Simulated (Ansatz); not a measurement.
Frontier orbitals of C2H9AlOSi, SMILES `C[SiH](C)[AlH][OH]`.

```xyz
14

C     1.6555   -0.7500   -0.3702
Si   -0.0932   -0.1145   -0.6477
C    -1.3401   -1.5101   -0.4178
Al   -0.6030    1.8174    0.7791
O     0.7207    2.5047    1.6038
H     1.7781   -1.1174    0.6516
H     2.3891    0.0437   -0.5258
H     1.8849   -1.5691   -1.0570
H    -0.2008    0.3446   -2.0710
H    -1.1272   -2.3309   -1.1080
H    -2.3601   -1.1676   -0.6069
H    -1.3027   -1.9085    0.5993
H    -2.0347    2.4883    0.9991
H     0.6335    3.2693    2.1717
```

Total charge 0; spin multiplicity 1. The structure was optimised at the PBE0-D4/def2-TZVP level. It is one conformer, not always the lowest. Basis def2-TZVPP, the Gaussian-basis code of Ansatz.

Orbital energies of one run (eV). Highest occupied ones, from the top: -5.91, -7.36, -7.44, -7.47, -7.60, -8.92, -9.53, -9.54, -9.99, -10.05, -11.63, -12.28, -16.74, -17.38. Empty: -1.93, -0.81, -0.05, 0.57, 0.89, 1.38.

Task: Which functional gave them?
A. CAM-B3LYP
B. PBE
C. BHLYP
D. B3LYP

Result: B. HOMO energies: PBE -5.91, BHLYP -8.03, CAM-B3LYP -8.29, B3LYP -6.83 eV.

B3LYP here is the variant with VWN-RPA as its local correlation; programs differ in this.
